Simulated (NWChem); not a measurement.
Species: TeClF; SMILES F[Te]Cl

```xyz
3

Te    -0.3264     0.4151     0.0000
F      1.4691     1.1343     0.0000
Cl     0.2206    -1.8703     0.0000
```
Atoms are numbered in this order, from 1.

The geometry was optimised at PBE0/def2-SVP. Not confirmed as a minimum by frequencies. def2 effective core potentials on Te; no spin-orbit coupling.

Symmetry labels are those of Cs in the frame above (b1 and b2, or b-type labels, depend on it).

**Question.** List the 4 lowest vertical singlet excitations from PBE/def2-SVPD with def2 effective core potentials on Te, TDA (NWChem).

**Answer.** 
| state | energy (eV) | oscillator strength | symmetry | leading excitation (squared amplitude) |
|---|---|---|---|---|
| S1 | 2.19 | 0.001 | a" | HOMO → LUMO (1.00) |
| S2 | 2.49 | 0.000 | a" | HOMO → LUMO+1 (0.99) |
| S3 | 4.93 | 0.001 | a" | HOMO−2 → LUMO (0.82) |
| S4 | 5.01 | 0.007 | a' | HOMO−1 → LUMO (0.94) |
